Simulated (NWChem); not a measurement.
A series in which one site is exchanged, each optimised at PBE0/def2-SVP with NWChem, gas phase unless a solvent is named. Some are not confirmed as minima by frequencies. def2 effective core potentials on Bi; no spin-orbit coupling.

A: [BiH3] (BiH3; site = H)
B: [F][BiH2] (BiH$_{2}$F; site = F)
C: [Cl][BiH2] (BiH₂Cl; site = Cl)
D: [Br][BiH2] (BiH₂Br; site = Br)

Question: Rank them by lowest singlet excitation, PBE/def2-SVPD, TDA (eV), lowest first.

Answer: D (3.82), C (4.19), B (4.70), A (6.01)
